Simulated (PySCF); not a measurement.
**C3H8O2Si: full NMR table**

- Formula: C3H8O2Si
- SMILES: CC(=O)C[SiH2]O
- InChI: InChI=1S/C3H8O2Si/c1-3(4)2-6-5/h5H,2,6H2,1H3
- Point group of the computed structure: C1
- Degrees of unsaturation: 1
- Carbon signals: 3
- Proton signals: 4

Bonds (- single, = double, # triple, : aromatic): C1-C2 1.507 Å, C2=O3 1.217 Å, C2-C4 1.480 Å, C4-Si5 1.931 Å, Si5-O6 1.612 Å. C1 carries H7, H8, H9; C4 carries H10, H11; Si5 carries H12, H13; O6 carries H14.

Level of theory: structure optimised with GFN2-xTB, NMR shieldings at PBE0/pcSseg-1/GIAO, in PySCF (no solvent model, single conformer, no relativistic terms, averaged over atoms made equivalent by symmetry, fast rotation or ring inversion).

δ = σ(ref) − σ, references computed at the same level: TMS for ¹H and ¹³C and ²⁹Si; H2O for ¹⁷O.

| carbon | δC, type | δH (multiplicity) | HMBC from (2–3 bonds) | span of the C tensor (ppm) |
| --- | --- | --- | --- | --- |
| C1 | 35.0, CH3 | 2.32 (s) | H10/H11 | 62 |
| C2 | 216.6, C | – | H12/H13, H7/H8/H9, H10/H11 | 208 |
| C4 | 36.6, CH2 | 2.28 (t) | H12/H13, H7/H8/H9 | 55 |

Other nuclei:
```
  atoms  nucleus                           environment  δ (ppm)  σ (ppm)
H12/H13       ¹H  hydrogen on a silicon bonded to C, O     5.00    26.71
    H14       ¹H    hydrogen on an oxygen bonded to Si     3.23    28.49
    Si5     ²⁹Si           silicon bonded to C, O, 2 H    -30.9    380.1
     O3      ¹⁷O                         ketone oxygen    644.6   -308.5
     O6      ¹⁷O                oxygen bonded to Si, H     14.3    321.8
```

- Carbon types of the structure: 1 × C, 1 × CH2, 1 × CH3, leaving 3 H on heteroatoms.
- δC 216.6: ketone carbonyl carbon; low-lying n→π* states of the double bond to the heteroatom give a large paramagnetic term (-282 ppm).
- δC 36.6: sp3 CH2 bonded to Si, α to a carbonyl; α to the electron-withdrawing carbonyl group.
- δC 35.0: methyl carbon α to a carbonyl; the adjacent C=O deshields it moderately.
- δH 3.23: hydrogen on an oxygen bonded to Si; exchangeable, gas-phase position.
- δH 2.32: hydrogen on a methyl carbon α to a carbonyl; α to C=O.

OH and NH positions are those of a molecule without intermolecular hydrogen bonds; in solution they move with solvent, concentration and temperature, and exchange usually removes their couplings. Shifts are as computed. Against solution values, carbons near 30 ppm lie about +3 ppm off and those near 130 ppm about +5 ppm. Of 1309 compounds with measured shifts, 239 miss one by over three times the rms of a fit or turn the order of signals round; such compounds aren't used in these exercises. Unscaled 17O shifts of doubly bonded oxygen tend to come out too high, by tens of ppm or more. Experimental scales use liquid or dissolved standards, which lie at an offset from isolated H2O (liquid H2O: subtract about 36 ppm). No couplings were computed; multiplicities are counted from neighbouring protons, with m where these are inequivalent, close in shift, in a saturated or five-membered ring or joined by F or P, and br s for small geminal =CH2 splittings.
